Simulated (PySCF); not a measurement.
SMILES Cl[Si](CC[Si](Cl)(Cl)Cl)(Cl)Cl (C₂H₄Cl₆Si₂), GFN2-xTB optimised geometry.

```
14

Cl    -2.09    -2.46    -0.29
Si    -2.54    -0.62    -0.99
Cl    -2.93     0.63     0.54
Cl    -4.19    -0.74    -2.16
C     -1.10     0.02    -2.07
C      0.32    -0.33    -1.59
Si     0.91     0.55     0.00
Cl     2.93     0.55     0.00
Cl     0.25     2.46     0.00
Cl     0.27    -0.39     1.66
H     -1.18     1.11    -2.17
H     -1.22    -0.38    -3.08
H      0.38    -1.41    -1.45
H      1.01    -0.09    -2.40
```

Density from PySCF with PBE/def2-TZVP at that geometry.

Minimum of the electron density along straight lines between bonded atoms, close to the bond critical point (lines longer than 1.1 times the sum of covalent radii, or with two minima, are not listed):

| bond | length / Å | ρ at the minimum / e bohr⁻³ | ∇²ρ there / e bohr⁻⁵ | position (fraction from the first atom) |
|---|---|---|---|---|
| Cl1–Si2 | 2.020 | 0.107 | 0.24 | 0.63 |
| Si2–Cl3 | 2.018 | 0.108 | 0.24 | 0.37 |
| Si2–Cl4 | 2.023 | 0.107 | 0.24 | 0.37 |
| Si2–C5 | 1.914 | 0.120 | 0.07 | 0.39 |
| C5–C6 | 1.537 | 0.230 | -0.50 | 0.50 |
| C6–Si7 | 1.914 | 0.120 | 0.07 | 0.61 |
| Si7–Cl8 | 2.023 | 0.107 | 0.24 | 0.37 |
| Si7–Cl9 | 2.020 | 0.107 | 0.24 | 0.37 |
| Si7–Cl10 | 2.018 | 0.108 | 0.24 | 0.37 |
| C5–H11 | 1.091 | 0.275 | -0.91 | 0.64 |
| C5–H12 | 1.092 | 0.273 | -0.90 | 0.64 |
| C6–H13 | 1.091 | 0.275 | -0.91 | 0.64 |
| C6–H14 | 1.092 | 0.273 | -0.90 | 0.64 |
